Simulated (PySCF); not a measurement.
**Assignment exercise: C6H10N2Si**

Geometry (Å), atoms numbered from 1 in this order:
```xyz
19

C     1.500   -1.924    0.487
C     1.301   -0.608    0.395
C     0.626    0.083   -0.754
C    -0.523    0.939   -0.335
C    -0.737    2.290   -0.468
N    -1.944    2.650    0.067
C    -2.459    1.543    0.523
N    -1.649    0.448    0.315
Si   -2.029   -1.206    0.856
H     1.176   -2.606   -0.307
H     1.998   -2.368    1.353
H     1.632    0.046    1.211
H     1.349    0.745   -1.259
H     0.312   -0.664   -1.504
H    -0.073    3.017   -0.936
H    -3.428    1.450    1.015
H    -3.502   -1.194    1.073
H    -1.332   -1.545    2.125
H    -1.663   -2.167   -0.219
```

All values are calculated (PySCF 2.14.0 with density-fitted response routines): GIAO KT3/pcSseg-1 shieldings, structure optimised with PBE0-D3(BJ)/def2-SVP. Non-relativistic, no solvent model, a single conformation, fast rotation and ring inversion assumed for equivalent nuclei.

Shifts are taken against calculated references (same method and geometry level): ¹³C (182.31 ppm) and ¹H (31.32 ppm) against TMS.

Q: Assign these signals to the numbered atoms. ¹³C{¹H} NMR (computed): δ 135.7 (CH), 133.5 (CH), 125.4 (C), 125.0 (CH), 114.3 (CH2), 35.5 (CH2).

A: 
```tsv
δ (ppm)	atoms	environment	reason
135.7	C2	alkene CH	an sp2 carbon of a C=C bond
133.5	C7	aromatic CH between two ring heteroatoms	–
125.4	C4	substituted aromatic carbon next to a ring nitrogen	–
125.0	C5	aromatic CH next to a ring nitrogen	–
114.3	C1	terminal =CH2 carbon	the olefinic region
35.5	C3	sp3 CH2 on an aromatic ring	aliphatic region, no heteroatom directly attached
```

C4 and C5 lie closer than the usual error of such a calculation, so a measured spectrum could show them in the other order.

Q: Assign these signals to the numbered atoms. ¹H NMR (500 MHz, computed): δ 7.10 (m, 1H), 6.85 (m, 1H), 5.74 (m, 1H), 5.38 (m, 1H), 5.23 (m, 1H), 4.84 (s, 3H), 3.51 (d, 2H).

A: 
| δ (ppm) | atoms | environment | reason |
| --- | --- | --- | --- |
| 7.10 | H16 | hydrogen on an aromatic CH between two ring heteroatoms | the ring current deshields protons in the ring plane |
| 6.85 | H15 | hydrogen on an aromatic CH next to a ring nitrogen | the ring current deshields protons in the ring plane |
| 5.74 | H12 | hydrogen on an alkene CH | olefinic region |
| 5.38 | H10 | hydrogen on a terminal =CH2 carbon | attached to an sp2 carbon and in the plane of the double bond |
| 5.23 | H11 | hydrogen on a terminal =CH2 carbon | – |
| 4.84 | H17/H18/H19 | hydrogen on a silicon bonded to N | – |
| 3.51 | H13/H14 | hydrogen on an sp3 CH2 on an aromatic ring | – |

Shifts are as computed, not scaled to solution data. Of 1309 compounds with measured shifts, 239 miss one by over three times the rms of a fit or turn the order of signals round; such compounds aren't used in these exercises. No couplings were computed; multiplicities are counted from neighbouring protons, with m where these are inequivalent, close in shift, in a saturated or five-membered ring or joined by F or P, and br s for small geminal =CH2 splittings.
